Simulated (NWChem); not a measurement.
SiBiH₅O₂; SMILES [OH][Bi]([OH])[SiH3]

```xyz
9

Bi     0.0709    -0.4544     0.1128
O      1.5506    -0.6555    -1.4107
H      1.4632     0.1096    -2.0150
O     -1.6726    -0.2654    -1.1162
H     -1.9666    -1.1709    -1.3423
Si     0.1019     2.2544     0.0334
H     -1.1103     2.8548     0.6937
H      0.1247     2.6466    -1.4203
H      1.3384     2.8039     0.6982
```
Atoms are numbered in this order, from 1.

Level: PBE-D3(BJ)/def2-SVP with def2 effective core potentials on Bi (NWChem), optimised geometry, unscaled harmonic frequencies. def2 effective core potentials on Bi; no spin-orbit coupling.

**Question.** List the harmonic frequencies with IR intensities, and the thermochemistry.

**Answer.** 
```tsv
frequency (cm⁻¹)	IR intensity (km/mol)
78	1.6
90	0.2
108	3.8
152	3.4
259	40.6
269	52.6
311	115.9
427	5.3
437	4.7
515	65.4
527	40.4
803	297.6
845	58.0
851	44.6
897	30.3
900	23.5
2137	65.9
2159	79.6
2167	80.4
3680	47.0
3681	34.7
```

```
Property                                                                           Result
-----------------------------------------------------------------------  ----------------
zero-point energy                                                           30.4 kcal/mol
thermal correction to the enthalpy at 298.15 K (with zero-point energy)     36.3 kcal/mol
heat capacity Cv                                                         26.9 cal/(mol K)
entropy at 298.15 K and 1 atm (symmetry number 1)                        92.5 cal/(mol K)
```

Rigid rotor and harmonic oscillator; modes under 100 cm⁻¹ make the entropy uncertain.
